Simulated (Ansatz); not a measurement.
Reaction (ligand exchange at the Si–C bond): `O[Si@H](Cl)C[Si@@H](O)F` + HI → `O[SiH](F)I` + `C[SiH](O)Cl`

Isolated molecules relaxed with PBE0-D4/def2-TZVP in Ansatz; ΔE leaves out vibrations. CBS: MP2 limit from def2 TZ/QZ plus the TZ coupled-cluster correction, frozen cores. Functionals use def2-TZVPP. Elements past krypton have def2 core potentials. For I outer-core shells are correlated without core-valence functions, which leaves a few kJ/mol of doubt a bond. Each species was taken in one conformer, which may not be the lowest.

Q: Is it downhill or uphill in electronic energy at CCSD(T)/CBS, and by how much? (An estimate is asked.)

A: The calculation gave: Downhill: ΔE = -15.8 kcal/mol.

Q: What do these levels give: PBE-D4, B2PLYP, r2SCAN, MP2/def2-TZVPP, CCSD(T)/def2-TZVPP, MP2/CBS(def2)? (An estimate is asked.)

A: The calculation gave: PBE-D4 -15.8, B2PLYP -16.4, r2SCAN -16.4, MP2/def2-TZVPP -15.8, CCSD(T)/def2-TZVPP -13.8, MP2/CBS(def2) -17.8 kcal/mol.

Largest T1 diagnostic among the species: 0.011.

The D4 term adds +1.9 kcal/mol with B3LYP and +1.2 kcal/mol with PBE0; it sums over pairs of atoms, weighted by their polarisabilities, and B3LYP, whose exchange is more repulsive, gets the larger term. In def2-TZVPP, CCSD(T) changes the Hartree–Fock value by +4.1 kcal/mol (the triples alone add +0.2 kcal/mol) and MP2 by +2.0 kcal/mol.

B3LYP here is the variant with VWN-RPA as its local correlation; programs differ in this.
